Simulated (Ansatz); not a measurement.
Mulliken charges of C$_{2}$H$_{4}$SSi, SMILES `[SiH3]C#CS` from ωB97M-V/def2-TZVPP in Ansatz (PBE0-D4/def2-TZVP geometry).

```
atom   x (Å)   y (Å)   z (Å)  charge (e)
 Si1  -0.315   1.472  -0.615       0.244
  C2  -0.113  -0.194   0.079      -0.097
  C3   0.040  -1.306   0.541      -0.185
  S4   0.116  -2.848   1.190      -0.023
  H5  -1.151   1.412  -1.840      -0.021
  H6  -0.968   2.361   0.379      -0.021
  H7   1.025   2.011  -0.956      -0.020
  H8   1.457  -2.965   1.166       0.124
```

Task: By hand: the dipole of these point charges (1 e Å = 4.8032 D).

Result: Σ q r = (0.129, 0.198, -0.091) e Å, of length 0.253 e Å = 1.22 D.

Task: How does the dipole of the full density compare? (An estimate is asked.)

Result: Ansatz gave: (0.181, -0.111, 0.037) e Å, 1.04 D; the point charges give 1.17 times that, at 92° from its direction.

Point charges leave out the atoms' own dipoles, such as those of lone pairs, and Mulliken's split depends on the basis, so the two needn't agree.
